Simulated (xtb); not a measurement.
F3H3O3Si2, SMILES O[Si](O)([Si](F)(F)F)O. All values are semi-empirical tight-binding results from xtb (GFN2-xTB unless named), good for trends rather than for accurate numbers. Geometry: GFN2-xTB. This is a generated structure with no PubChem entry under its InChIKey; it may be hypothetical. The values are those of a single conformer.

Optimised geometry:

Bonds (Å): Si1–F2 1.596, Si1–F3 1.596, Si1–F4 1.596, Si1–Si5 2.262, Si5–O6 1.620, Si5–O7 1.620, Si5–O8 1.620, O6–H9 0.952, O7–H10 0.952, O8–H11 0.952. Angles (°): F2–Si1–F3 101.7, F2–Si1–F4 101.7, F2–Si1–Si5 116.4, F3–Si1–F4 101.7, F3–Si1–Si5 116.4, F4–Si1–Si5 116.4, Si1–Si5–O6 110.5, Si1–Si5–O7 110.5, Si1–Si5–O8 110.5, O6–Si5–O7 108.4, O6–Si5–O8 108.3, O7–Si5–O8 108.4, Si5–O6–H9 121.7, Si5–O7–H10 121.6, Si5–O8–H11 121.8.
Charge 0, spin multiplicity 1.

Q: Estimate the properties. (An estimate is asked for; the answer gives what the named calculation found.)

A: 
point group as xtb finds it: C3
orbital gap: 6.05 eV
dipole moment: 3.15 D
zero-point energy: 31.7 kcal/mol
G − E(el) at 298.15 K (modified RRHO): 8.9 kcal/mol
static polarisability (D4 model): 84.8 bohr³
solvation energy, GFN2-xTB/ALPB(water): -12.5 kcal/mol
solvation energy, GFN2-xTB/ALPB(thf): -14.0 kcal/mol

Q: Give the atomic charges and the Wiberg bond orders between heavy atoms. (The exact figures need the calculation; the answer reports its results.)

A: charges (e) Si1 0.65, F2 -0.25, F3 -0.25, F4 -0.25, Si5 0.58, O6 -0.48, O7 -0.47, O8 -0.47, H9 0.32, H10 0.32, H11 0.32. Bond orders Si1–F2 1.12, Si1–F3 1.12, Si1–F4 1.12, Si1–Si5 0.71, Si5–O6 1.20, Si5–O7 1.20, Si5–O8 1.20.
